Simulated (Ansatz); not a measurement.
C2H2N, SMILES `C#C[NH+]` (excited singlet) (charge 1, multiplicity 1). This singlet is an excited state, 0.84 eV above the relaxed triplet at the level B3LYP/cc-pVTZ // PBE0-D3(BJ)/def2-TZVP (Ansatz, a program for electronic structure).

Cartesian coordinates (Å):
```xyz
5

C      1.1519     0.1462    -0.0552
C     -0.1037     0.1095    -0.2222
N     -1.2986     0.3066    -0.3823
H      2.1990    -0.0733     0.0861
H     -1.9486    -0.4889    -0.4621
```
Charge +1, spin multiplicity 1.

Frozen-core energies in cc-pVDZ from Ansatz at a geometry from PBE0-D3(BJ)/def2-TZVP; the HF reference has <S^2> = 0.00 (restricted, and unstable towards unrestricted orbitals) and the T1 diagnostic is 0.025.

```csv
level,energy (Ha)
HF,-130.90813
MP2,-131.28491
CCSD,-131.31290
```

### Question
Estimate the energies of CCSD(T), CCSDT, CCSDT(Q) and CCSDTQ, and give each level's difference from CCSDTQ.

### Answer

| level | energy (Ha) | difference from CCSDTQ (mHa) |
|---|---|---|
| MP2 | -131.28491 | 50.93 |
| CCSD | -131.31290 | 22.93 |
| CCSD(T) | -131.33216 | 3.68 |
| CCSDT | -131.33368 | 2.16 |
| CCSDT(Q) | -131.33610 | -0.27 |
| CCSDTQ | -131.33584 | 0.00 |
